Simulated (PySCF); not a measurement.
**A small calculation by hand: chemical shift, span and skew from a shielding tensor**

tert-butanol (C₄H₁₀O), SMILES CC(C)(C)O. Atoms are numbered in the order given.

```xyz
15

C     -0.6821    -0.5167     1.2621
C      0.0063     0.0186     0.0000
C     -0.6821    -0.5167    -1.2621
C      1.4914    -0.3411     0.0000
O     -0.0336     1.4474     0.0000
H     -0.6297    -1.6155     1.3177
H     -0.2057    -0.0963     2.1607
H     -1.7482    -0.2321     1.2742
H     -0.2057    -0.0963    -2.1607
H     -0.6297    -1.6155    -1.3177
H     -1.7482    -0.2321    -1.2742
H      1.6337    -1.4323     0.0000
H      1.9820     0.0798     0.8906
H      1.9820     0.0798    -0.8906
H     -0.9620     1.7160     0.0000
```

The structure is a stationary point at B3LYP-D3(BJ)/def2-SVP. The values are those of a single conformer.

GIAO shieldings from PBE0/pcSseg-1 (PySCF), non-relativistic, no solvent. The symmetric part of the tensor of C1 has the principal values 132.7, 134.9, 184.0 ppm. The same nucleus in TMS has σ = 186.3 ppm at this level (PySCF, at its B3LYP-D3(BJ)/def2-TZVP geometry).

Q: Work out the isotropic shielding, the ¹³C shift against TMS, the span and the skew.

A: 
σ(iso) = (σ11 + σ22 + σ33)/3 = 150.5 ppm. δ = σ(ref) − σ(iso) = 186.3 − (150.5) = 35.8 ppm.
Span Ω = σ33 − σ11 = 51.3 ppm. Skew κ = 3(σ(iso) − σ22)/Ω = 0.91. Tumbling in solution averages the tensor to δ; in a static solid the shielding alone would spread this spin-1/2 line over Ω.
